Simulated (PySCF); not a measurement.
Dipole moment and polarisability of `CSc1ccon1`

Species: C4H5NOS.
Structure used (GFN2-xTB), in Å, numbered top down from 1:
```xyz
12
C4H5NOS angstrom
C      2.389   -0.088    0.164
S      1.178    1.256    0.031
C     -0.277    0.319   -0.031
C     -1.604    0.823   -0.146
C     -2.360   -0.305   -0.152
O     -1.579   -1.384   -0.052
N     -0.282   -0.990    0.023
H      2.308   -0.724   -0.711
H      2.182   -0.659    1.063
H      3.367    0.378    0.217
H     -1.906    1.846   -0.211
H     -3.416   -0.473   -0.221
```

Level: PBE0/def2-SVPD (PySCF), static field, nuclei fixed, core orbitals frozen in the response. The polarisability tensor in these axes (au):

```
x   99.71  6.00  3.11
y    6.00 75.07 -0.56
z    3.11 -0.56 51.41
```

Task: Diagonalise the tensor; give its mean and Δα, where Δα² is half the sum of the squared differences of the eigenvalues.

Result: Principal values 51.18, 73.75 and 101.26 au; mean 75.40 au = 11.17 Å³ = 12.43 × 10⁻⁴⁰ C²·m²/J; Δα = 43.45 au (58 % of the mean).

Task: What is the dipole moment, and where does it point?

Result: (-0.65, 1.12, -0.10) D, 1.29 D in size, pointing from the negative to the positive side. Measured along this direction, the outermost atoms are H9 and H8 at the negative end and H11 at the positive end.

Task: Rayleigh depolarisation ratio (linearly polarised light, static tensor)?

Result: ρ = 3Δα²/(45ᾱ² + 4Δα²) = 5662.7/(255811 + 7550.2) = 0.0215.

Task: In a dilute gas of rigid molecules at 298 K, how does the orientational term μ²/3kT compare with the electronic polarisability?

Result: In Gaussian units μ²/3kT = 13.54 Å³ against 11.17 Å³, a ratio of 1.21; the Debye molar polarisation (4π/3)N_A(α + μ²/3kT) is 62.4 cm³/mol, leaving out the vibrational part.

Task: Directions of the eigenvectors, and the extent of the frame along each?

Result: Largest value along (0.97, 0.22, 0.06), where the nuclei span 6.82 Å; middle along (-0.22, 0.97, -0.05), 3.41 Å; least along (-0.07, 0.04, 1.00), 1.78 Å. The response follows the extents in order.

Task: Molar refractivity from α?

Result: Lorentz–Lorenz: R = (4π/3)N_A α = 2.5225 cm³/(mol·Å³) × 11.17 Å³ = 28.2 cm³/mol, in the limit of long wavelengths.

Isolated species at its GFN2-xTB geometry (one conformer only).

The run behind these numbers computed excited states as well. Hardware: Arm Neoverse V1, one thread, shared host. Cost: 27 s of wall time (grids of density and orbitals included), 0.77 GiB resident at most.
